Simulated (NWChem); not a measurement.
System: C3H7NSi; SMILES C(/N=C/[SiH3])=C

The following NWChem deck was run.

```
start job
memory heap 200 mb stack 900 mb global 1100 mb
geometry units angstroms noautosym nocenter noautoz
  C      0.420359     2.937761     0.000000
  C     -0.355309     1.847083     0.000000
  N      0.192850     0.569857     0.000000
  C     -0.591785    -0.440176     0.000000
  Si     0.164011    -2.174886     0.000000
  H      1.508114     2.833202     0.000000
  H     -0.013079     3.939721     0.000000
  H     -1.456146     1.933512     0.000000
  H     -1.696644    -0.297245     0.000000
  H      1.008230    -2.361484     1.217331
  H     -0.929512    -3.194583     0.000000
  H      1.008230    -2.361484    -1.217331
end
basis spherical
  C library def2-svp
  N library def2-svp
  Si library def2-svp
  H library def2-svp
end
dft
  xc b3lyp
  iterations 150
end
cosmo
  do_cosmo_smd true
  solvent water
end
task dft energy
```

Geometry: optimised at PBE0/def2-SVP. Not confirmed as a minimum by frequencies. Solvent: water.

Level: B3LYP/def2-SVP with SMD (1 M gas to 1 M solution), gas-phase geometry. Reactions with the solvent are ignored.

Give the results of this calculation. (B3LYP/def2-SVP, SMD on the gas-phase geometry.) Quantities: solvation free energy (kcal/mol); cavity-dispersion-structure term (kcal/mol); dipole in solution (D).

The solvation free energy (kcal/mol) is 1.1 and the cavity-dispersion-structure term (kcal/mol) is 4.5. The dipole in solution (D) is 1.95.
